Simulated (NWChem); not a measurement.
Species: diboron tetrachloride (B2Cl4); SMILES ClB(B(Cl)Cl)Cl

```xyz
6

Cl    -1.0992     1.7323     1.0476
B      0.0000     0.8464     0.0000
Cl     1.0992     1.7323    -1.0476
B      0.0000    -0.8464     0.0000
Cl    -1.0992    -1.7323    -1.0476
Cl     1.0992    -1.7323     1.0476
```
Atoms are numbered in this order, from 1.

Level: B3LYP/6-31G* (spherical d) (NWChem), optimised geometry, unscaled harmonic frequencies. 

```tsv
frequency (cm⁻¹)	IR intensity (km/mol)
24	0.0
99	1.1
101	1.2
175	0.0
295	4.8
404	0.0
489	9.8
498	9.2
728	168.8
910	294.0
910	322.2
1133	0.0
```

```yaml
zero_point_energy: 8.2 kcal/mol
thermal correction to the enthalpy at 298.15 K (with zero-point energy): 13.4 kcal/mol
heat capacity Cv: 21.4 cal/(mol K)
entropy at 298.15 K and 1 atm (symmetry number 4): 88.3 cal/(mol K)
dipole_moment: 0.00 D
```

Rigid rotor and harmonic oscillator; modes under 100 cm⁻¹ make the entropy uncertain.
